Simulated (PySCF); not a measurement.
C3H11PSSi2.
Cartesian coordinates in Å at the GFN2-xTB level; atoms count from 1:
```xyz
18
C3H11PSSi2 angstrom
C     -3.434    1.023   -0.288
S     -1.678    0.647   -0.595
C     -1.655   -1.048   -0.153
C     -0.584   -1.831   -0.239
Si     1.109   -1.271   -0.826
P      2.056   -0.141    0.861
Si     3.463    1.212   -0.209
H     -3.668    0.840    0.757
H     -3.574    2.074   -0.520
H     -4.054    0.413   -0.938
H     -2.613   -1.400    0.206
H     -0.702   -2.857    0.081
H      1.947   -2.448   -1.074
H      0.969   -0.489   -2.060
H      1.042    0.786    0.975
H      4.589    0.392   -0.653
H      2.873    1.892   -1.365
H      3.907    2.211    0.763
```

The calculation used PySCF 2.14.0, density-fitted response routines, TDDFT CAM-B3LYP/def2-SVPD, vertical, gas phase, core orbitals frozen in the response.

Excitation energies and transition dipoles (atomic units, axes of the coordinates) of those of the lowest 8 singlets that add 0.02 au or more to the mean polarisability:

```json
{"state": "S1", "ΔE (hartree)": "0.1867", "μx": "-1.128", "μy": "0.577", "μz": "-0.125"}
{"state": "S2", "ΔE (hartree)": "0.1919", "μx": "0.429", "μy": "-0.304", "μz": "-0.067"}
{"state": "S3", "ΔE (hartree)": "0.2111", "μx": "-0.163", "μy": "0.025", "μz": "-0.350"}
{"state": "S4", "ΔE (hartree)": "0.2179", "μx": "0.086", "μy": "-0.017", "μz": "0.131"}
{"state": "S5", "ΔE (hartree)": "0.2250", "μx": "0.148", "μy": "-0.009", "μz": "0.164"}
{"state": "S6", "ΔE (hartree)": "0.2302", "μx": "0.427", "μy": "-0.022", "μz": "0.239"}
{"state": "S7", "ΔE (hartree)": "0.2374", "μx": "-0.043", "μy": "-0.087", "μz": "-0.113"}
{"state": "S8", "ΔE (hartree)": "0.2391", "μx": "-0.117", "μy": "-0.024", "μz": "0.107"}
```

What does each state add to αxx, αyy and αzz, and how do the sums compare with the full static tensor?

Each state adds 2 μα² / ΔE.

| state | αxx (au) | αyy (au) | αzz (au) |
| --- | --- | --- | --- |
| S1 | 13.64 | 3.57 | 0.17 |
| S2 | 1.92 | 0.96 | 0.05 |
| S3 | 0.25 | 0.01 | 1.16 |
| S4 | 0.07 | 0.00 | 0.16 |
| S5 | 0.19 | 0.00 | 0.24 |
| S6 | 1.59 | 0.00 | 0.50 |
| S7 | 0.02 | 0.06 | 0.11 |
| S8 | 0.11 | 0.00 | 0.10 |
| all 8 states | 17.8 | 4.6 | 2.5 |
| full response | 175.7 | 138.7 | 113.4 |
| share (%) | 10 | 3 | 2 |

The rest comes from the higher roots of the same response equations.

Give the full tensor and its principal values.

In au, rows and columns x, y, z:
```
x   175.7  -1.2   0.9
y    -1.2 138.7   0.2
z     0.9   0.2 113.4
```
Principal values 113.3, 138.6 and 175.7 au; mean 142.6 au (21.13 Å³).

By how much does the contribution of these states grow at 632.8 nm?

With ω = 0.0720 hartree each state's term in the mean polarisability goes from f / ΔE² to f / (ΔE² − ω²), f = (2/3) ΔE |μ|²; the sum over all 8 states goes from 8.29 to 9.64 au, a rise of 1.35 au.

A one-level model with all 42 active electrons at a single energy would need ΔE = √(N/α) = 14.8 eV to give this α, against S1 at 5.08 eV.

One conformer stands for the species.
